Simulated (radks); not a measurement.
Results of a calculation; reference values are marked as such.
Q: Pb XXIII, 60 electrons, occupied as [Kr] 4d10 4f11 5s1 5p2 (not the ground configuration). Level of theory: Dirac Kohn-Sham, HCTH/407, spin-unpolarised, spherical densities, point nucleus; open shells fill j = l - 1/2 first (a radial shooting solver on a logarithmic mesh with Libxc functionals). Some entries of the table are withheld. Estimate them.

orbital  occ.  eigenvalue (eV)  <r> (bohr)  <1/r> (bohr^-1)
1s1/2       2        -88566.48     0.01605            101.4
2s1/2       2        -16334.94     0.06689            25.08
2p1/2       2        -15714.07     0.05487            25.01
2p3/2       4        -13524.08     0.06378            19.97
3s1/2       2        -4375.752      0.1737            9.205
3p1/2       2        -4095.789      0.1642            9.114
3p3/2       4        -3605.639      0.1804            7.794
3d3/2       4        -3146.269         (1)            7.696
3d5/2       6        -3041.709         (2)            7.402
4s1/2       2        -1428.969      0.3787            3.971
4p1/2       2        -1307.163      0.3787              (3)
4p3/2       4        -1181.978      0.4106              (4)
4d3/2       4        -983.2871      0.4102            3.245
4d5/2       6        -959.1632      0.4198            3.146
4f5/2       6        -701.6751         (5)            2.880
4f7/2       5        -695.7393         (6)            2.844
5s1/2       1              (7)      0.7481            1.904
5p1/2       2        -586.6404      0.7704            1.828
5p3/2       0        -550.2335      0.8196            1.679
5d3/2       0        -471.8871      0.8698            1.553
5d5/2       0        -464.9981      0.8836            1.522
5f5/2       0        -371.4892      0.9690            1.345
5f7/2       0        -369.8479      0.9744            1.336
6s1/2       0        -364.9360       1.266            1.114
6p1/2       0        -341.9182       1.308            1.076
6p3/2       0        -326.1216       1.368            1.014

A: 
(1) 3d3/2 <r> (bohr): 0.1566
(2) 3d5/2 <r> (bohr): 0.1615
(3) 4p1/2 <1/r> (bohr^-1): 3.868
(4) 4p3/2 <1/r> (bohr^-1): 3.418
(5) 4f5/2 <r> (bohr): 0.4123
(6) 4f7/2 <r> (bohr): 0.4168
(7) 5s1/2 eigenvalue (eV): -635.8410
